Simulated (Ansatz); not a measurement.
Basis-set extrapolation for `[CH3][AlH][O][SiH](F)F` (PBE0-D4/def2-TZVP geometry, frozen core, the Gaussian-basis code of Ansatz). Multiplicity 1, RHF reference.

```tsv
	def2-TZVPP	def2-QZVPP
HF	-845.810113	-845.843187
MP2 correlation	-1.099693	-1.194664
CCSD(T) correlation	-1.166923	not run
```

Energies in hartree. Use E(X) = E(∞) + A·exp(−7.88·√X) for Hartree–Fock and E(X) = E(∞) + B·X^(−2.97) for correlation, with X = 3 and 4, and add CCSD(T) minus MP2 of the smaller set to the MP2 limit.

Problem. What is the CCSD(T) energy at the basis-set limit?

Solution. HF limit: -845.843187 + (-0.033074) × 0.13774 = -845.84774. MP2 limit: -1.194664 + (-0.094971) × 0.74074 = -1.26501. Higher-order term: -1.166923 − (-1.099693) = -0.06723. Total: -847.17998 hartree, 532.8 kJ/mol below CCSD(T)/def2-TZVPP.
